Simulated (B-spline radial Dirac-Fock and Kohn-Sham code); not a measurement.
# Dipole and non-dipole photoemission parameters of Hf 4d5/2

System: neutral hafnium, [Xe] 4f14 5d2 6s2; threshold 211.5 eV (tabulated edge). Method: Dirac-Hartree-Slater photoionisation with a Latter tail; cross sections with all multipoles, angular parameters from the dipole term and its interference with E2. Computed with a B-spline atomic structure program.

The run's input, task.json:

```json
{"items": [{
  "Z": 72,
  "q": 0,
  "cfg": [[1, 0, 2], [2, 0, 2], [2, 1, 6], [3, 0, 2], [3, 1, 6], [3, 2, 10], [4, 0, 2], [4, 1, 6], [4, 2, 10], [4, 3, 14], [5, 0, 2], [5, 1, 6], [5, 2, 2], [6, 0, 2]],
  "A": 180,
  "rrms": 5.347,
  "do": "xps",
  "hv": [52.4, 58.9, 63.1, 80, 81.0, 112.0, 204.0, 244.0, 303.0, 397.0, 402.0, 412.0, 444.0, 600, 693.0, 752.0, 758.0, 800, 1000, 1170.0, 1330.0, 1486.9, 1520.0, 2570.0, 4220.0, 6000, 8360.0, 9251.7, 15000],
  "edges": {"K": 65351.0, "L1": 11271.0, "L2": 10739.0, "L3": 9561.0, "M1": 2601.0, "M2": 2365.0, "M3": 2107.0, "M4": 1716.0, "M5": 1662.0, "N1": 538.0, "N2": 438.2, "N3": 380.7, "N4": 220.0, "N5": 211.5, "O1": 64.2}
}]}
```

Run with: `python xray2_run.py task.json out`

For linearly polarised light dσ/dΩ = σ/(4π) [1 + β P₂(cos θ) + (δ + γ cos²θ) sin θ cos φ], with θ from the polarisation vector and φ the angle between the beam and the projection of the electron momentum on the plane normal to the polarisation.

```
hν (eV)  σ (kb)       β       γ       δ
    244     287   0.570   0.063  -0.001
    303     186  -0.850  -0.298   0.123
    397       ?       ?       ?       ?
    402     342  -0.345  -0.049   0.137
    412     353  -0.263  -0.018   0.131
    444     380  -0.035   0.064   0.112
    600     393   0.609   0.181   0.044
    693     359   0.806   0.148   0.024
    752     334   0.897   0.118   0.016
    758     332   0.905   0.115   0.015
    800     313   0.957   0.093   0.011
   1000     236   1.126   0.006   0.004
   1170     185   1.210  -0.033   0.005
   1330     148   1.261  -0.046   0.007
 1486.9     120   1.294  -0.041   0.011
   1520     115   1.300  -0.039   0.011
   2570    36.1   1.346   0.179   0.035
   4220    9.79   1.275   0.597   0.072
   6000    3.50   1.178   0.960   0.112
   8360    1.24   1.064   1.317   0.167
 9251.7   0.892   1.027   1.426   0.188
  15000   0.171   0.838   1.934   0.317
```

**Question.** Give the values at 397 eV.

**Answer.** σ = 336 kb, β = -0.388, γ = -0.065, δ = 0.139.
